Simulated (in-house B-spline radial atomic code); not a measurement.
RPA and G0W0 for Pb³⁺, [Xe] 4f14 5d10 6s1, highest spin, as one setting changes: the share of exact exchange in the PBE hybrid start. A dash marks a level of low quasi-particle weight. Computed with an all-electron radial atomic-structure program (B-spline basis): all electrons, scalar-relativistic (spin-free one-electron X2C), finite nucleus, each spin shell either full or empty, empty states to l = 9 with an (l + 1/2)⁻⁴ tail; G0W0 by contour deformation at full frequency.

Without the two-electron picture change, the correlation of inner shells comes somewhat too large for so heavy an element.

RPA overbinds a lone outer s electron by self-correlation, and G0W0 tends to as well.

```tsv
share of exact exchange in the PBE hybrid start	mean-field level (eV)	G0W0 level (eV)	RPA correlation (Eh)
0	-37.88	6s up -43.11	-7.1755
0.1	?	?	?
0.2	-38.65	6s up -43.00	-7.079
0.3	-39.03	6s up -42.94	-7.0326
0.4	-39.41	6s up -42.88	-6.9872
0.5	-39.79	6s up -42.82	-6.9429
0.6	-40.16	6s up -42.76	-6.8995
0.7	?	?	?
0.8	-40.91	6s up -42.64	-6.8156
0.9	-41.28	6s up -42.59	-6.7749
1	-41.65	6s up -42.53	-6.735
```

**Question.** What belongs in the row for 0.1?

**Answer.** mean-field level (eV): -38.27; G0W0 level (eV): 6s up -43.06; RPA correlation (Eh): -7.1266.

**Question.** What belongs in the row for 0.7?

**Answer.** mean-field level (eV): -40.54; G0W0 level (eV): 6s up -42.70; RPA correlation (Eh): -6.8571.
